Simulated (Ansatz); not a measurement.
Ansatz (a first-principles code) job for BBr2H2N, SMILES BrB(N)Br, B3LYP-D3(BJ)/def2-SVP. 

Ansatz 0.2 input:
```yaml
crystal:
  periodic: [false, false, false]
  atoms:
    - {symbol: B, position_ang: [-0.00000000, -0.00000000, -0.62383964]}
    - {symbol: Br, position_ang: [0.00000000, 1.64136166, 0.31838511]}
    - {symbol: Br, position_ang: [0.00000000, -1.64136166, 0.31838511]}
    - {symbol: N, position_ang: [0.00000000, -0.00000000, -2.00579013]}
    - {symbol: H, position_ang: [-0.00000000, -0.83917098, -2.56361436]}
    - {symbol: H, position_ang: [-0.00000000, 0.83917097, -2.56361436]}
basis:
  gaussian:
    orbitals: def2-SVP
hamiltonian:
  xc: b3lyp
  dispersion: d3bj
relax: {f_tol: 0.002, max_steps: 200}
```

Output:

```
WARN ansatz: RAYON_NUM_THREADS=1 ignored (pool sized by the plan → 1); use --threads N
Functional definition: B3LYP
integrals: 0.05 GiB planned
1093 factors; integrals over basis functions are off by at most 5.8e-4 eV
mean field: 0.56 GiB planned
mean field evaluation 1: about -142272.4092 eV, gradient 5.2e1 eV
mean field evaluation 2: about -142262.1816 eV, gradient 8.1e1 eV
mean field evaluation 4: about -142277.8141 eV, gradient 3.1e0 eV
mean field evaluation 8: about -142277.8637 eV, gradient 2.7e-2 eV
mean field -142277.86373011 eV, -5228.6150526819 hartree, gradient 4.6e-5 eV, S^2 0.000000; 0 other end points of the search recorded, 0 dependent functions left out
the calculation of the forces begins
reference -142277.86396458 eV, -5228.6150612984 hartree; 42, 42 occupied and 60, 60 virtual orbitals, 1093 factors
relax step   1: F+E_penalty+E_count = -142278.15695888 eV  Δ(F+E_penalty+E_count) = +0.000e0 eV  max|allowed force component| = 8.237e-1 eV/Å  Δτ_max = 0.0000 Å  (26 SCF iters, accepted)
these checks for a lower state are left out or cut short: starts, cluster_reference, orbital_swaps, neighbouring_geometries, increment
integrals: 0.05 GiB planned
1093 factors; integrals over basis functions are off by at most 6.0e-4 eV
mean field: 0.56 GiB planned
mean field evaluation 16: about -142277.8731 eV, gradient 2.7e0 eV
mean field -142277.90696496 eV, -5228.6166415333 hartree, gradient 2.0e-5 eV, S^2 0.000000; 0 other end points of the search recorded, 0 dependent functions left out
the calculation of the forces begins
reference -142277.90720067 eV, -5228.6166501954 hartree; 42, 42 occupied and 60, 60 virtual orbitals, 1093 factors
relax step   2: F+E_penalty+E_count = -142278.19716422 eV  Δ(F+E_penalty+E_count) = -4.021e-2 eV  max|allowed force component| = 2.892e-1 eV/Å  Δτ_max = 0.0294 Å  (30 SCF iters, accepted)
these checks for a lower state are left out or cut short: starts, cluster_reference, orbital_swaps, neighbouring_geometries, increment
integrals: 0.05 GiB planned
1093 factors; integrals over basis functions are off by at most 6.0e-4 eV
mean field: 0.56 GiB planned
mean field -142277.91292109 eV, -5228.6168604168 hartree, gradient 2.1e-5 eV, S^2 0.000000; 0 other end points of the search recorded, 0 dependent functions left out
the calculation of the forces begins
reference -142277.91315712 eV, -5228.6168690909 hartree; 42, 42 occupied and 60, 60 virtual orbitals, 1093 factors
relax step   3: F+E_penalty+E_count = -142278.20199176 eV  Δ(F+E_penalty+E_count) = -4.828e-3 eV  max|allowed force component| = 5.876e-2 eV/Å  Δτ_max = 0.0103 Å  (31 SCF iters, accepted)
these checks for a lower state are left out or cut short: starts, cluster_reference, orbital_swaps, neighbouring_geometries, increment
integrals: 0.05 GiB planned
1093 factors; integrals over basis functions are off by at most 6.0e-4 eV
mean field: 0.56 GiB planned
mean field evaluation 32: about -142277.8856 eV, gradient 4.5e-1 eV
mean field -142277.91263249 eV, -5228.6168498111 hartree, gradient 8.6e-6 eV, S^2 0.000000; 0 other end points of the search recorded, 0 dependent functions left out
the calculation of the forces begins
reference -142277.91286827 eV, -5228.6168584758 hartree; 42, 42 occupied and 60, 60 virtual orbitals, 1093 factors
relax step   4: F+E_penalty+E_count = -142278.20181947 eV  Δ(F+E_penalty+E_count) = +1.723e-4 eV  max|allowed force component| = 2.866e-1 eV/Å  Δτ_max = 0.0051 Å  (25 SCF iters, rejected (line search))
these checks for a lower state are left out or cut short: starts, cluster_reference, orbital_swaps, neighbouring_geometries, increment
integrals: 0.05 GiB planned
1093 factors; integrals over basis functions are off by at most 5.9e-4 eV
mean field: 0.56 GiB planned
mean field -142277.91316005 eV, -5228.6168691987 hartree, gradient 9.2e-6 eV, S^2 0.000000; 0 other end points of the search recorded, 0 dependent functions left out
the calculation of the forces begins
reference -142277.91339600 eV, -5228.6168778694 hartree; 42, 42 occupied and 60, 60 virtual orbitals, 1093 factors
relax step   5: F+E_penalty+E_count = -142278.20229191 eV  Δ(F+E_penalty+E_count) = -3.002e-4 eV  max|allowed force component| = 2.174e-2 eV/Å  Δτ_max = 0.0025 Å  (24 SCF iters, accepted)
these checks for a lower state are left out or cut short: starts, cluster_reference, orbital_swaps, neighbouring_geometries, increment
integrals: 0.05 GiB planned
1093 factors; integrals over basis functions are off by at most 5.9e-4 eV
mean field: 0.56 GiB planned
mean field -142277.91315183 eV, -5228.6168688965 hartree, gradient 1.1e-5 eV, S^2 0.000000; 0 other end points of the search recorded, 0 dependent functions left out
the calculation of the forces begins
reference -142277.91338771 eV, -5228.6168775647 hartree; 42, 42 occupied and 60, 60 virtual orbitals, 1093 factors
relax step   6: F+E_penalty+E_count = -142278.20238092 eV  Δ(F+E_penalty+E_count) = -8.901e-5 eV  max|allowed force component| = 3.657e-3 eV/Å  Δτ_max = 0.0032 Å  (25 SCF iters, accepted)
these checks for a lower state are left out or cut short: starts, cluster_reference, orbital_swaps, neighbouring_geometries, increment
integrals: 0.05 GiB planned
1093 factors; integrals over basis functions are off by at most 5.9e-4 eV
mean field: 0.56 GiB planned
mean field -142277.91314825 eV, -5228.6168687649 hartree, gradient 2.6e-5 eV, S^2 0.000000; 0 other end points of the search recorded, 0 dependent functions left out
the calculation of the forces begins
reference -142277.91338411 eV, -5228.6168774327 hartree; 42, 42 occupied and 60, 60 virtual orbitals, 1093 factors
relax step   7: F+E_penalty+E_count = -142278.20238591 eV  Δ(F+E_penalty+E_count) = -4.984e-6 eV  max|allowed force component| = 1.375e-3 eV/Å  Δτ_max = 0.0010 Å  (20 SCF iters, accepted)
integrals: 0.05 GiB planned
1093 factors; integrals over basis functions are off by at most 5.9e-4 eV
mean field: 0.56 GiB planned
mean field evaluation 64: about -142277.8840 eV, gradient 9.9e-1 eV
mean field -142277.91314825 eV, -5228.6168687649 hartree, gradient 2.6e-5 eV, S^2 0.000000; 1 other end points of the search recorded, 0 dependent functions left out
the calculation of the forces begins
reference -142277.91338411 eV, -5228.6168774327 hartree; 42, 42 occupied and 60, 60 virtual orbitals, 1093 factors
Total energy: -142278.20262177 eV, -5228.6275067206 hartree
Atom 0 at    -0.000000     0.000000    -0.634990 Å, force    -0.000000     0.000000     0.001375 eV/Å
Atom 1 at     0.000000     1.676915     0.332648 Å, force     0.000000     0.000232    -0.000161 eV/Å
Atom 2 at     0.000000    -1.676915     0.332648 Å, force     0.000000    -0.000232    -0.000161 eV/Å
Atom 3 at     0.000000     0.000000    -2.021102 Å, force     0.000000     0.000000    -0.000704 eV/Å
Atom 4 at    -0.000000    -0.855447    -2.564647 Å, force    -0.000000     0.000008    -0.000174 eV/Å
Atom 5 at    -0.000000     0.855447    -2.564647 Å, force    -0.000000    -0.000008    -0.000174 eV/Å
Dipole moment:    -0.000000    -0.000000    -0.626822 e Å
```

The run converged.
